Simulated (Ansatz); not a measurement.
Calculated with Ansatz (gas phase, PBE0-D4/def2-TZVP geometries, no zero-point term in ΔE). CBS: MP2 limit from def2 TZ/QZ plus the TZ coupled-cluster correction, frozen cores. Functionals use def2-TZVPP. Each species was taken in one conformer, which may not be the lowest.

Consider the isomerisation: `C[SiH](F)BS` → `C[SiH2]B(F)S`.

```csv
level,ΔE (kJ/mol)
PBE0-D4,7.9
r2SCANh-D4,11.0
CAM-B3LYP-D4,12.2
ωB97M-V,11.7
BLYP,9.6
r2SCANh,11.0
HF/def2-SVP,-3.3
CCSD(T)/def2-TZVPP,12.7
```

Question: What does CCSD(T)/CBS give? (Best estimate.)

Answer: The calculation gave: +16.7 kJ/mol. The listed levels differ from it by -8.8, -5.7, -4.5, -5.0, -7.1, -5.7, -20.0, -4.0 kJ/mol.

Question: What do rigid-rotor, harmonic-oscillator terms from PBE0-D4/def2-TZVP frequencies (298.15 K, 1 bar) make of the CCSD(T)/CBS value? (Best estimate.)

Answer: Ansatz gave: ΔZPE = -2.0 kJ/mol, ΔH = +14.6 kJ/mol, ΔS = -6 J/(mol·K), ΔG = +16.5 kJ/mol. Modes under 50 cm⁻¹ make the entropy rough.

Largest T1 diagnostic among the species: 0.014.

Leaving LDA and LC-ωPBE aside and taking each functional with its dispersion term where it has one, the values, not all of them listed here, spread over 11.0 kJ/mol, from PBE-D4 to BHLYP-D4. LDA lies −5.2 kJ/mol from PBE without D4. From PBE to PBE0 (25 % exact exchange), in def2-TZVPP and without D4, ΔE moves by +3.3 kJ/mol.
